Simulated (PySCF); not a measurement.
Species: ethylbutylamine, C6H15N.
Numbering: `[CH3:1][CH2:2][CH2:3][CH2:4][NH:5][CH2:6][CH3:7]` (hydrogens: H8, H9, H10 on C1; H11, H12 on C2; H13, H14 on C3; H15, H16 on C4; H17 on N5; H18, H19 on C6; H20, H21, H22 on C7)

Level of theory: PySCF, PBE0-D3(BJ)/def2-SVP geometry optimisation, gas phase.

Problem. What internal coordinates does the optimisation give?

Solution. 
```tsv
bond	length (pm)	order
C1–C2	152.0	single
C2–C3	152.2	single
C3–C4	152.9	single
C4–N5	144.5	single
N5–C6	144.5	single
C6–C7	151.7	single
C1–H8, C1–H9, C1–H10	110.1	single
C2–H11, C2–H12	110.5	single
C3–H13, C3–H14	110.5	single
C4–H15, C4–H16	110.5	single
N5–H17	101.8	single
C6–H18, C6–H19	110.9	single
C7–H20, C7–H21, C7–H22	110.1	single
```

Bonds in one row agree within 1 pm and their mean is given. Orders are formal, as drawn. A selection of angles:
```tsv
angle	degrees
C2–C1–H8	111.3
H8–C1–H9	107.3
C1–C2–C3	113.6
C1–C2–H11	109.6
C3–C2–H11	109.2
H11–C2–H12	105.5
C2–C3–C4	113.2
C2–C3–H13	109.3
C4–C3–H13	109.9
H13–C3–H14	105.9
C3–C4–N5	116.8
C3–C4–H15	109.1
N5–C4–H15	107.8
H15–C4–H16	105.5
C4–N5–C6	116.3
C4–N5–H17	110.4
C6–N5–H17	110.1
N5–C6–C7	111.0
N5–C6–H18	107.7
N5–C6–H19	114.0
C7–C6–H18	109.4
H18–C6–H19	105.6
C6–C7–H20	110.4
C6–C7–H21	111.1
H20–C7–H21	107.7
H20–C7–H22	108.8
```

Dihedral angles: C1–C2–C3–C4 -178° (antiperiplanar); C2–C3–C4–N5 179° (antiperiplanar); C3–C4–N5–C6 68° (synclinal); C4–N5–C6–C7 176° (antiperiplanar). The mirror-image conformer, all signs reversed, is as good.

Of the pairs four or more bonds apart, H13···H19 is among the closest relative to their van der Waals radii: 2.31 Å, 96 % of the sum of Bondi's values. N5 (secondary amine nitrogen) is pyramidal (angles 116.3°, 110.4° and 110.1°, sum 336.8°, 0.36 Å off the plane of its three neighbours).

Point group: C1 (no symmetry element, even within 0.4 Å). No PBE0-D3(BJ)/def2-SVP frequencies stand behind this structure, so it isn't proved a minimum. One conformer, not necessarily the lowest.
